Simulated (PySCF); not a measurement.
**Polarisability and C₆ of S²⁺ (sulfur, charge +2)**

[Ne] 3s2 3p2, high-spin 3P determinant. Computed with PySCF 2.14 in x2c-TZVPPall with one added diffuse shell each of s, p, d type (6s6p4d1f, 51 functions), with scalar relativity by spin-free X2C-1e. Coupled (time-dependent) response in atomic units; α is the mean over directions.

```csv
method,mean α (bohr³),"α xx, yy, zz",C₆ (like pair),S(−4)
UHF,7.444,"7.689, 7.321, 7.321",27.13,20.26
PBE,7.274,"7.433, 7.195, 7.195",26.35,18.14
PBE0,7.281,"7.474, 7.185, 7.185",26.38,18.29
M06-2X,7.342,"7.303, 7.361, 7.361",26.06,19.83
B3LYP,7.237,"7.394, 7.158, 7.158",26.14,17.92
```

S(−4) is the Cauchy moment in α(ω) = α(0) + S(−4) ω² + …

α(iu) at B3LYP:

| u (hartree) | α(iu) (bohr³) |
| --- | --- |
| 0 | 7.237 |
| 0.0500 | 7.193 |
| 0.100 | 7.063 |
| 0.200 | 6.593 |
| 0.300 | 5.945 |
| 0.500 | 4.554 |
| 0.750 | 3.162 |
| 1.00 | 2.241 |
| 1.50 | 1.257 |
| 2.00 | 0.8037 |
| 3.00 | 0.4228 |
| 5.00 | 0.1938 |

For an ion, C₆ is the dispersion term alone; charge-induced terms of lower order in 1/R come first.

The components differ because the open shell of this determinant is not spherical; for a pure term their mean is the scalar polarisability.
